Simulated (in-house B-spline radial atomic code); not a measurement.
# RPA and G0W0 on r2SCAN: Se VI (Se5+)

Configuration [Ar] 3d10 4s1, highest spin, mean-field start r2SCAN. Computed with an all-electron radial atomic-structure program (B-spline basis): all electrons, scalar-relativistic (spin-free one-electron X2C), finite nucleus, each spin shell either full or empty, empty states to l = 9 with an (l + 1/2)⁻⁴ tail; G0W0 by contour deformation at full frequency.

Command:
```bash
python run_gw.py task.json out
```
Settings (radii: box in bohr, nucleus in fm):
```
Z                        34
electrons                29
configuration            [Ar] 3d10 4s1
hamiltonian              x2c
method                   r2scan
lmax                     9
rms_radius               4.14
spin_polarised           True
box_radius               10.43
intervals                67
ion_configuration        [Ar] 3d10
```

Time taken, with all properties: 5.1 s on 1 thread of Intel(R) Xeon(R) Platinum 8259CL CPU @ 2.50GHz (Skylake/Cascade Lake), with other jobs on the host.

Energies (hartree):

```
                                     term        value
                         mean-field total  -2423.50613
Hartree-Fock functional on these orbitals  -2421.96566
                      direct second order      -2.4929
                    second-order exchange      0.73349
                         SOSEX correction      0.67783
```

Problem. What is the RPA correlation energy, and what remains with SOSEX?

Solution. RPA gives -2.1832 hartree (-2.05 eV per electron); RPA + SOSEX gives -1.5054, and the second-order doubles -1.7594 hartree (no singles). RPA lacks exchange-type terms and so overcorrelates at short range.

Quasi-particle levels (eV):

| level | occupied | mean field | Σx - vxc | Σc | QP weight | G0W0 |
| --- | --- | --- | --- | --- | --- | --- |
| 4s up | yes | -76.70 | -4.35 | ? | ? | ? |
| 3d down | yes | -122.50 | -17.00 | 3.01 | 0.946 | -136.49 |
| 3d up | yes | -122.86 | -16.86 | 2.97 | 0.938 | -136.76 |
| 4s down | no | -72.67 | 7.58 | -2.61 | 0.959 | -67.70 |

G0W0 = mean field + (Σx - vxc) + Σc, with Σc (partial-wave tail included) taken at the quasi-particle energy. Only the outer levels were computed. Levels of low weight are left out.

Problem. Where does G0W0 put 4s up?

Solution. At -82.88 eV, with Σc = -1.83 eV and a quasi-particle weight of 0.974. The tabulated removal energy is 81.83 ± 0.03 eV (NIST, measured); the calculation leaves out spin-orbit coupling, Breit and QED terms, and what these don't explain is the method's own error.

Problem. What does it cost to remove one electron (to [Ar] 3d10) by differences of total energies, each species on its own start (correlation terms add to the Hartree-Fock functional)?

Solution. r2SCAN 82.47 eV, Hartree-Fock functional 80.67 eV, + RPA 82.53 eV, + RPA + SOSEX 81.76 eV, + second order 82.24 eV. Tabulated: 81.83 ± 0.03 eV (NIST, measured); the calculation leaves out spin-orbit coupling, Breit and QED terms, and what these don't explain is the method's own error.
